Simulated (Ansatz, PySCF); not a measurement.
B(AsH2)2(OH) (As₂BH₅O), SMILES OB([AsH2])[AsH2].

Geometry: B3LYP-D3(BJ)/def2-SVP. This is a generated structure with no PubChem entry under its InChIKey; it may be hypothetical. One conformer was computed; it need not be the lowest.

Vertical ionisation energy (IE) and electron affinity (EA) in eV. Rows of orbital energies are one-electron estimates. Where ΔSCF, EOM or ADC give a negative EA the extra electron is unbound and the value depends on the basis.

```
level                                                                  IE     EA
-------------------------------------------------------------------  ----  -----
−ε(HOMO), −ε(LUMO), HF/def2-TZVP (PySCF)                             9.30  -2.60
−ε(HOMO), −ε(LUMO), PBE/def2-TZVP (PySCF)                            5.87   1.73
ΔSCF, PBE0/def2-SVPD (Ansatz), final states of multiplicity 2 and 2  8.83  -0.65
ΔSCF, PBE/def2-SVPD (Ansatz), final states of multiplicity 2 and 2   8.59  -0.51
```

**Question.** What vertical singlet–triplet gap does ΔSCF give with PBE0/def2-SVPD (Ansatz, a first-principles code) and with PBE/def2-SVPD (Ansatz)? (Estimate from the structure and the level; the computed values follow.)

**Answer.** 4.07 and 3.85 eV (triplet above singlet where positive).
